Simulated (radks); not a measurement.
Problem. Neutral nitrogen, [He] 2s2 2p3. All-electron calculation, non-relativistic Kohn-Sham, exchange-only PBE, spin-polarised, spherical densities, point nucleus. Program: a radial shooting solver on a logarithmic mesh with Libxc functionals. Every spin shell is full or empty, so the densities are truly spherical. Functionals are evaluated on that one density, not self-consistently. Rank these exchange functionals by their error against the exact value of the orbitals, and give that value: LDA, revPBE, RPBE, PW91, WC, G96, TPSS, SCAN.

Solution. Exact: -6.55837 hartree. From best to worst, with 100 (|E| - |E exact|)/|E exact| (equal figures are ties): G96 +0.08, SCAN +0.18, PW91 -0.21, revPBE +0.26, RPBE +0.52, TPSS +0.54, WC -2.21, LDA -10.51.
